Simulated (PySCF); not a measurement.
Can point charges reproduce the dipole moment of `F/C(=C\[SiH2]O[SiH3])[SiH2]O[SiH3]`?

Coordinates (GFN2-xTB, Å) and charges (e) from the PBE0/pcSseg-1 density (PySCF):

```json
{"atom": "F1", "x": "1.112", "y": "-0.968", "z": "-1.378", "Mulliken": "-0.2944", "IAO": "-0.2817", "Hirshfeld": "-0.0829", "ESP-fitted": "-0.1470"}
{"atom": "C2", "x": "0.649", "y": "-0.672", "z": "-0.124", "Mulliken": "-0.0023", "IAO": "+0.0127", "Hirshfeld": "-0.0051", "ESP-fitted": "+0.0680"}
{"atom": "C3", "x": "-0.631", "y": "-0.341", "z": "-0.006", "Mulliken": "-0.5006", "IAO": "-0.4978", "Hirshfeld": "-0.1704", "ESP-fitted": "-0.4016"}
{"atom": "Si4", "x": "-1.839", "y": "-0.247", "z": "-1.448", "Mulliken": "+0.9324", "IAO": "+1.0309", "Hirshfeld": "+0.4041", "ESP-fitted": "+0.5948"}
{"atom": "O5", "x": "-3.288", "y": "0.190", "z": "-0.863", "Mulliken": "-0.7134", "IAO": "-0.8910", "Hirshfeld": "-0.3043", "ESP-fitted": "-0.4265"}
{"atom": "Si6", "x": "-4.508", "y": "0.677", "z": "0.077", "Mulliken": "+0.7319", "IAO": "+0.8928", "Hirshfeld": "+0.3957", "ESP-fitted": "+0.6066"}
{"atom": "Si7", "x": "1.992", "y": "-0.785", "z": "1.212", "Mulliken": "+0.9129", "IAO": "+1.0177", "Hirshfeld": "+0.4097", "ESP-fitted": "+0.4869"}
{"atom": "O8", "x": "3.288", "y": "0.032", "z": "0.705", "Mulliken": "-0.7220", "IAO": "-0.8858", "Hirshfeld": "-0.3036", "ESP-fitted": "-0.3947"}
{"atom": "Si9", "x": "4.357", "y": "0.605", "z": "-0.383", "Mulliken": "+0.7364", "IAO": "+0.8883", "Hirshfeld": "+0.3967", "ESP-fitted": "+0.5736"}
{"atom": "H10", "x": "-0.973", "y": "-0.115", "z": "0.993", "Mulliken": "+0.1420", "IAO": "+0.1699", "Hirshfeld": "+0.0504", "ESP-fitted": "+0.1810"}
{"atom": "H11", "x": "-2.039", "y": "-1.559", "z": "-2.063", "Mulliken": "-0.1186", "IAO": "-0.1453", "Hirshfeld": "-0.0809", "ESP-fitted": "-0.1123"}
{"atom": "H12", "x": "-1.457", "y": "0.793", "z": "-2.402", "Mulliken": "-0.1176", "IAO": "-0.1453", "Hirshfeld": "-0.0802", "ESP-fitted": "-0.1082"}
{"atom": "H13", "x": "-5.721", "y": "0.260", "z": "-0.621", "Mulliken": "-0.1217", "IAO": "-0.1433", "Hirshfeld": "-0.0789", "ESP-fitted": "-0.1285"}
{"atom": "H14", "x": "-4.408", "y": "2.131", "z": "0.204", "Mulliken": "-0.1265", "IAO": "-0.1505", "Hirshfeld": "-0.0817", "ESP-fitted": "-0.1297"}
{"atom": "H15", "x": "-4.369", "y": "0.023", "z": "1.379", "Mulliken": "-0.1327", "IAO": "-0.1540", "Hirshfeld": "-0.0832", "ESP-fitted": "-0.1314"}
{"atom": "H16", "x": "2.389", "y": "-2.179", "z": "1.402", "Mulliken": "-0.1181", "IAO": "-0.1454", "Hirshfeld": "-0.0765", "ESP-fitted": "-0.0875"}
{"atom": "H17", "x": "1.539", "y": "-0.101", "z": "2.418", "Mulliken": "-0.1303", "IAO": "-0.1417", "Hirshfeld": "-0.0734", "ESP-fitted": "-0.0970"}
{"atom": "H18", "x": "5.044", "y": "1.661", "z": "0.355", "Mulliken": "-0.1227", "IAO": "-0.1411", "Hirshfeld": "-0.0789", "ESP-fitted": "-0.1229"}
{"atom": "H19", "x": "3.620", "y": "1.110", "z": "-1.538", "Mulliken": "-0.1132", "IAO": "-0.1427", "Hirshfeld": "-0.0775", "ESP-fitted": "-0.1077"}
{"atom": "H20", "x": "5.238", "y": "-0.506", "z": "-0.737", "Mulliken": "-0.1213", "IAO": "-0.1465", "Hirshfeld": "-0.0787", "ESP-fitted": "-0.1158"}
```

Q: Form Σ q r in debye for every column and set it beside the full dipole.

A: The full density gives (-0.01, 0.29, 1.15) D, 1.19 D in size; dipole vectors point from the negative to the positive end.

```json
{"scheme": "Mulliken", "μx": "-0.32", "μy": "0.31", "μz": "1.54", "size (D)": "1.60", "share of the full size (%)": "135", "angle to the full dipole (°)": "11"}
{"scheme": "IAO", "μx": "-0.29", "μy": "0.32", "μz": "1.91", "size (D)": "1.96", "share of the full size (%)": "165", "angle to the full dipole (°)": "9"}
{"scheme": "Hirshfeld", "μx": "0.25", "μy": "0.08", "μz": "0.70", "size (D)": "0.75", "share of the full size (%)": "63", "angle to the full dipole (°)": "21"}
{"scheme": "ESP-fitted", "μx": "-0.02", "μy": "0.28", "μz": "1.13", "size (D)": "1.17", "share of the full size (%)": "98", "angle to the full dipole (°)": "1"}
```

Q: Which set comes closest?

A: Length of the difference vector: ESP-fitted 0.02 D, Mulliken 0.50 D, Hirshfeld 0.56 D, IAO 0.81 D. Closest: ESP-fitted. ESP charges are fitted to the potential around the molecule, whose slowest-falling term is the dipole's. The schemes that divide the density aren't constrained to reproduce the dipole.

Q: What is left for the Hirshfeld atoms' own dipoles?

A: The shares of the density sum to the whole, so what Σ q r misses lies in dipoles about the nuclei. The atomic dipoles sum to (-0.01, 0.29, 1.15) − (0.25, 0.08, 0.70) = (-0.26, 0.21, 0.45) D, 0.56 D in size.

Q: With the origin at the mean of the coordinates, (0.000, 0.001, -0.141) Å, which are the largest single terms, by size, of the IAO dipole along the direction of the full one?

A: Si4 -6.50, Si7 +5.38, O8 -3.40, O5 +2.67, F1 +1.96 D; all 20 atoms together +1.93 D. The single terms depend on the origin, their sum doesn't.

Q: Give the size of the full dipole in other units.

A: 1.19 D = 0.467 au = 0.247 e·Å = 3.96 × 10⁻³⁰ C·m.

The structure is a single GFN2-xTB conformer in the gas phase; no vibrational or solvent corrections. GFN2-xTB frequencies show an imaginary mode (23i cm⁻¹), so this geometry is no minimum at that level.

Shape of the structure used: `[F:1]/[C:2](=[CH:3]\[SiH2:4][O:5][SiH3:6])[SiH2:7][O:8][SiH3:9]`: C2–C3–Si4–O5 180°, C3–Si4–O5–Si6 7°, F1–C2–Si7–O8 49°, C2–Si7–O8–Si9 -34°.
